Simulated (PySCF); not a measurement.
## Spinor energies of Te(18+) (tellurium, charge +18)

Start: [Ar] 3d10 4s2 4p4; 4p1/2 filled at m_j = -1/2, +1/2; 4p3/2 filled at m_j = +1/2, +3/2. Calculated with PySCF 2.14 in an even-tempered Gaussian basis (18 s from 1 bohr⁻², ratio 2.8; 14 p from 1.4 bohr⁻², ratio 2.8; 9 d from 2.4 bohr⁻², ratio 2.8; 4 f from 8.2 bohr⁻², ratio 3): generalised Hartree-Fock with the X2C-1e Hamiltonian and a Gaussian nucleus; spin-orbit coupling (SO) screened by Boettger's factors.

```tsv
spinor shell	electrons	ε, screened SO (eV)	weight of nominal j (screened SO)	rms radius, screened SO (bohr)
1s1/2	2	-32453.9	1.000	0.0318
2s1/2	2	-5479.4	1.000	0.130
2p1/2	2	-5153.9	1.000	0.112
2p3/2	4	-4875.5	1.000	0.117
3s1/2	2	-1493.6	1.000	0.341
3p1/2	2	-1359.6	1.000	0.332
3p3/2	4	-1304.0	1.000	0.344
3d3/2	4	-1070.2	0.998	0.315
4s1/2	2	-587.54	1.000	0.739
4p1/2	2	-535.18	0.963	0.765
4p3/2	2	-523.07	0.971	0.784
```

Task: Where does 3d5/2 lie, and what is the 3d spin-orbit splitting (screened SO)?

Result: At -1058.6 eV, 11.659 eV above 3d3/2.

```json
{"quantity": "E (hartree)", "screened SO": "-6662.29358"}
{"quantity": "M_J", "screened SO": "2"}
{"quantity": "⟨J²⟩", "screened SO": "6.008"}
{"quantity": "⟨L²⟩", "screened SO": "2.904"}
{"quantity": "⟨S²⟩", "screened SO": "1.573"}
```

Each row is a mean over spinors that exchange with the open shell spreads, by up to 12.139 eV (4s1/2).

Breit and QED terms are absent; they matter most for the inner s and p1/2 levels.

Densities and radii are taken from the X2C orbitals without a picture-change correction, which distorts them close to the nucleus.
